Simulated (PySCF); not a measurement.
Compound: C5H10ClOSi (doublet state).
Z-matrix (Å and degrees, GFN2-xTB geometry), rows numbered from 1:
```
C 
C   1  1.2863
C   2  1.3856  1  159.09
Cl  3  1.9693  2  109.50  1    -4.39
C   3  1.5355  2  116.07  1   113.90
C   5  1.5231  3  112.18  2   -46.82
O   5  1.3976  3  108.43  2    73.47
Si  7  1.6198  5  130.60  3    84.59
H   1  1.0874  2  122.75  3     3.08
H   1  1.0808  2  122.45  3  -177.56
H   3  1.0901  2  113.67  1  -115.60
H   5  1.0981  3  107.83  2  -167.63
H   6  1.0858  5  109.97  3   -57.78
H   6  1.0865  5  109.40  3  -177.98
H   6  1.0869  5  109.65  3    62.71
H   8  1.4657  7  110.88  5    54.23
H   8  1.4519  7   98.88  5   174.32
H   8  1.4677  7  112.06  5   -66.15
```

The hyperfine couplings belong to this conformer and change with its torsions.

The species is `[SiH3]O[C@H](C)[C@@H]([C]=C)Cl` [radical].

Method used: UKS B3LYP, pcH-1 on C Cl H O Si, non-relativistic, mean-field spin-orbit, GIAO in PySCF 2.14.0. One conformer (not necessarily the lowest) at the GFN2-xTB geometry, without solvent, vibrations or thermal averaging. A GFN2-xTB geometry isn't a minimum of the functional, and hyperfine couplings can be far from their values at a DFT geometry. No stability test was run, so a lower SCF solution isn't excluded.

(1) The isotropic 13C couplings are +119.8, +55.3, -36.3, +6.0 MHz. Assign them to C1; C2; C3; C5.

## Answers

(1) 
```tsv
site	a_iso (MHz)	ρ(0) (bohr⁻³)	position	distance from C2 (Å)	spin population	largest |T| (MHz)
C1	-36.3	-0.0323	1 bond from C2	1.29	-0.14	14.1
C2	+119.8	+0.1066	largest spin population	0.00	+0.83	130.4
C3	+55.3	+0.0493	1 bond from C2	1.39	-0.06	7.8
C5	+6.0	+0.0054	2 bonds from C2	2.48	0.00	2.3
```

ρ(0) is the spin density at the nucleus and T the dipolar tensor; a_iso includes a spin–orbit part; entries for several nuclei are means. Largest spin populations (Mulliken): C2 (+0.83), Cl4 (+0.23), C1 (-0.14) and H9 (+0.08).

Nuclei that the bonding pattern makes equivalent are averaged, as if the motion that swaps them (rotation, inversion, ring flip) were fast.

Hardware: Arm Neoverse V2, one thread (shared host). Cost: 2.2 min of wall time (grids of density and orbitals included), 1.1 GiB resident at most.
